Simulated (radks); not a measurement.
Question: The strontium ion Sr11+ is in [Ar] 3d9. All-electron calculation, non-relativistic Kohn-Sham, PBE, spin-polarised, spherical densities, point nucleus. Program: a radial shooting solver on a logarithmic mesh with Libxc functionals. Open shells are filled with parallel spins first. One electron is removed from 3s, 3d, 2p, 3p in turn, with full relaxation. Which removal costs least, and what does each cost?

Answer: 3d 367.65 eV; 3p 489.26 eV; 3s 556.99 eV; 2p 2183.3 eV. The 3d electron leaves first.
